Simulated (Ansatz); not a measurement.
Molecule: C2H7BN, charge 0, multiplicity 2. It need not be the lowest isomer of its formula. SMILES: C[B]NC
Coordinates optimised at B3LYP-D3(BJ)/def2-TZVP (Ansatz, an electronic-structure program):
```xyz
11

C      1.9986     0.4366    -0.3325
B      0.5007     0.5509     0.0912
N     -0.4841    -0.4027    -0.0368
C     -1.8806    -0.2916     0.3600
H      2.2602     1.2114    -1.0579
H      2.2425    -0.5376    -0.7791
H      2.6601     0.5859     0.5249
H     -0.2526    -1.3015    -0.4506
H     -2.0451     0.6940     0.7911
H     -2.1412    -1.0460     1.1069
H     -2.5468    -0.4116    -0.4983
```
Charge 0, spin multiplicity 2.

Quantity: atomisation energy (electronic, to ground-state atoms), in eV. Cores are frozen in the correlated levels unless marked. Open shells are spin-unrestricted. Spin-orbit coupling is left out. Non-relativistic unless marked X2C. The coupled-cluster limit lacks core correlation, which all-electron functionals hold. CBS marks a two-point X^-3 extrapolation of the correlation energy; Hartree-Fock from the larger set.

```json
[
 {"level": "B3LYP-D3(BJ)/def2-TZVPD", "program": "Ansatz + dftd3", "atomisation energy (eV)": "42.98", "minus last row": "0.48"},
 {"level": "B3LYP-D4/def2-TZVPD", "program": "Ansatz + dftd4", "atomisation energy (eV)": "42.94", "minus last row": "0.44"},
 {"level": "PBE0-D3(BJ)/def2-TZVP", "program": "Ansatz + dftd3", "atomisation energy (eV)": "43.05", "minus last row": "0.55"},
 {"level": "HSE06-D3(BJ)/def2-TZVPD", "program": "Ansatz + dftd3", "atomisation energy (eV)": "43.07", "minus last row": "0.57"},
 {"level": "LC-wPBE-D3(BJ)/def2-TZVPD", "program": "Ansatz + dftd3", "atomisation energy (eV)": "42.93", "minus last row": "0.43"},
 {"level": "B2GP-PLYP/def2-TZVPD", "program": "Ansatz", "atomisation energy (eV)": "42.12", "minus last row": "-0.38"},
 {"level": "B2PLYP-D3(BJ)/def2-TZVPD", "program": "Ansatz + dftd3", "atomisation energy (eV)": "42.39", "minus last row": "-0.11"},
 {"level": "MP2/CBS(cc-pVTZ,cc-pVQZ)", "program": "Ansatz", "atomisation energy (eV)": "42.99", "minus last row": "0.49"},
 {"level": "X2C-CCSD(T)/cc-pVTZ-DK", "program": "Ansatz", "atomisation energy (eV)": "41.47", "minus last row": "-1.03"},
 {"level": "CCSD(T)/CBS(cc-pVTZ,cc-pVQZ)", "program": "Ansatz", "atomisation energy (eV)": "42.50", "minus last row": "0.00"}
]
```
